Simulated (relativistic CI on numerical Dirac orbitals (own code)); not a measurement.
## Crystal-field levels of Cu4+, 3d7

Calculated by Dirac-Coulomb-Breit CI, KLI orbitals optimised for each configuration, QED by a radiative potential, valence Slater integrals scaled by 0.9, one configuration in a parametric crystal field (own radial code). With so little scaling, terms lie 10 to 35 % too far apart, which can change the order of excited levels.

Field parameters in Wybourne normalisation: D3d B²₀ = −7Dσ, B⁴₀ = −14Dq − 21Dτ, B⁴₃ = −14√(10/7) Dq. The field is a parameter set, without covalency.

S and J are read from ⟨S²⟩ = S(S + 1) and ⟨J²⟩ = J(J + 1) of each level; they are not fictitious spins.

D3d, 10Dq = 19350, Dσ = -1200, Dτ = 360 cm⁻¹, the lowest 10 levels:

```
E (cm⁻¹)  Degeneracy  Irrep     S     J
     0.0           2     Γ4  1.50  4.21
     453           2     Γ4  1.49  3.87
     899           2  Γ5+Γ6  1.49  3.62
    1556           2     Γ4  1.47  2.98
    2033           2  Γ5+Γ6  1.46  3.28
    2366           2     Γ4  1.49  3.07
    6794           2     Γ4  0.58  3.96
    7014           2  Γ5+Γ6  0.59  4.03
   19517           2  Γ5+Γ6  1.47  3.50
   19623           2     Γ4  1.48  3.54
```

Principal g values of the ground doublet: 2.28, 2.28, 7.77.

D3d, 10Dq = 19350, Dσ = 1200, Dτ = 360 cm⁻¹, the lowest 16 levels:

```csv
E (cm⁻¹),Degeneracy,Irrep,S,J
0.0,2,Γ4,1.50,4.04
346,2,Γ4,1.49,3.76
783,2,Γ5+Γ6,1.49,3.44
1314,2,Γ4,1.49,2.99
5375,2,Γ5+Γ6,1.41,3.59
5706,2,Γ4,1.46,3.39
8240,2,Γ4,0.61,4.01
8300,2,Γ5+Γ6,0.68,3.95
19296,2,Γ4,1.49,3.58
19316,2,Γ5+Γ6,1.48,3.49
19362,2,Γ4,1.47,3.40
19604,2,Γ4,1.49,3.34
22478,2,Γ5+Γ6,1.31,3.69
22876,2,Γ4,1.45,3.47
24070,2,Γ5+Γ6,0.77,4.38
24423,2,Γ4,0.56,4.52
```

Principal g values of the ground doublet: 1.10, 1.10, 8.52.

D3d, 10Dq = 19350, Dσ = 980, Dτ = 360 cm⁻¹, the lowest 10 levels:

```tsv
E (cm⁻¹)	Degeneracy	Irrep	S	J
0.0	2	Γ4	1.50	4.05
355	2	Γ4	1.49	3.77
800	2	Γ5+Γ6	1.49	3.45
1339	2	Γ4	1.49	2.98
5099	2	Γ5+Γ6	1.42	3.57
5421	2	Γ4	1.47	3.37
8153	2	Γ4	0.60	4.01
8225	2	Γ5+Γ6	0.66	3.96
19398	2	Γ4	1.49	3.59
19428	2	Γ5+Γ6	1.48	3.50
```

Principal g values of the ground doublet: 1.12, 1.12, 8.55.

The free-ion ground term has S = 3/2. Every field shown keeps that spin.

Levels of this model without a field, named by their leading LS term: 4F_9/2 0, 4F_7/2 1582, 4F_5/2 2709, 4F_3/2 3469, 2G_9/2 22536, 4P_5/2 22553, 4P_3/2 22905, 4P_1/2 23675 cm⁻¹.
